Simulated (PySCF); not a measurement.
Al(F)(SeH)2 (AlFH₂Se₂), SMILES [Al]([SeH])([SeH])[F]. Atoms are numbered in the order given.

```xyz
6

Al     0.0000     0.0000    -0.6496
F      0.0000     0.0000    -2.3124
Se     0.0000    -2.0583     0.3798
H      0.0000    -1.4421     1.7164
Se     0.0000     2.0583     0.3798
H      0.0000     1.4421     1.7164
```

Geometry: PBE0-D3(BJ)/def2-SVP. The values are those of a single conformer.

All values below come from HF/def2-TZVP (PySCF).

Symmetry labels are those of the subgroup C2v that the program uses (full group C2v).

Computed valence orbital energies around the gap with their symmetry:
```json
[
 {"orbital": "HOMO−7", "symmetry": "B2", "energy (eV)": "-17.29"},
 {"orbital": "HOMO−6", "symmetry": "B1", "energy (eV)": "-17.17"},
 {"orbital": "HOMO−5", "symmetry": "A1", "energy (eV)": "-14.67"},
 {"orbital": "HOMO−4", "symmetry": "B2", "energy (eV)": "-14.25"},
 {"orbital": "HOMO−3", "symmetry": "A1", "energy (eV)": "-13.16"},
 {"orbital": "HOMO−2", "symmetry": "B2", "energy (eV)": "-11.17"},
 {"orbital": "HOMO−1", "symmetry": "B1", "energy (eV)": "-10.57"},
 {"orbital": "HOMO", "symmetry": "A2", "energy (eV)": "-10.02"},
 {"orbital": "LUMO", "symmetry": "A1", "energy (eV)": "1.98"},
 {"orbital": "LUMO+1", "symmetry": "B1", "energy (eV)": "2.08"},
 {"orbital": "LUMO+2", "symmetry": "A1", "energy (eV)": "2.45"},
 {"orbital": "LUMO+3", "symmetry": "B2", "energy (eV)": "3.53"}
]
```
